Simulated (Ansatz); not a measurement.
```yaml
crystal:
  periodic: [false, false, false]
  atoms:
    - {symbol: C, position_ang: [-1.047974, -1.882883, -2.003374]}
    - {symbol: C, position_ang: [-0.597281, -0.432920, -1.909284]}
    - {symbol: P, position_ang: [-0.194381, 0.080000, -0.202571]}
    - {symbol: C, position_ang: [-1.817694, 0.149248, 0.632988]}
    - {symbol: C, position_ang: [-1.735814, 0.719452, 2.040345]}
    - {symbol: C, position_ang: [0.340066, 1.821607, -0.361248]}
    - {symbol: C, position_ang: [-0.652665, 2.789020, -0.984815]}
    - {symbol: Au, position_ang: [1.311430, -1.192414, 0.818953]}
    - {symbol: O, position_ang: [2.581274, -2.382440, 1.758855]}
    - {symbol: C, position_ang: [3.950397, -2.136601, 1.733767]}
    - {symbol: H, position_ang: [-1.215307, -2.165223, -3.044686]}
    - {symbol: H, position_ang: [-1.982227, -2.051093, -1.463590]}
    - {symbol: H, position_ang: [-0.294914, -2.553534, -1.584673]}
    - {symbol: H, position_ang: [0.314865, -0.280340, -2.494399]}
    - {symbol: H, position_ang: [-1.359157, 0.240187, -2.313827]}
    - {symbol: H, position_ang: [-2.188099, -0.878931, 0.663332]}
    - {symbol: H, position_ang: [-2.512673, 0.721518, 0.010299]}
    - {symbol: H, position_ang: [-1.024106, 0.157242, 2.648528]}
    - {symbol: H, position_ang: [-1.417231, 1.764305, 2.034784]}
    - {symbol: H, position_ang: [-2.710326, 0.675153, 2.530486]}
    - {symbol: H, position_ang: [0.622470, 2.142775, 0.645081]}
    - {symbol: H, position_ang: [1.273092, 1.790611, -0.932108]}
    - {symbol: H, position_ang: [-1.576035, 2.852913, -0.405348]}
    - {symbol: H, position_ang: [-0.916003, 2.503234, -2.004915]}
    - {symbol: H, position_ang: [-0.225990, 3.793437, -1.028013]}
    - {symbol: H, position_ang: [4.382350, -2.168690, 0.720293]}
    - {symbol: H, position_ang: [4.229813, -1.164646, 2.171868]}
    - {symbol: H, position_ang: [4.462128, -2.910997, 2.323252]}
basis:
  gaussian: {orbitals: cc-pVTZ-PP, point_charges: [{charge: 0.50, position_ang: [7.782, 0.559, -0.127]}]}
magnetization: {spin_polarized: true, initial_magnetization: 2}
hamiltonian: {xc: {name: wB97M-V}}
scf: {lower_state_search: light}
output: {forces: true}
```

```sh
$ ansatz run in.yaml --threads 11 --pin off --events-out ev --progress --plain --max-ram 110592MiB --backend cpu
```

(1) How does Ansatz answer? (An estimate is asked.)

## Answers

(1) The calculation gave: The program refused the input.
```
Functional definition: wB97M-V
Error: <dir> the basis set cc-pVTZ-PP has no functions for C
```
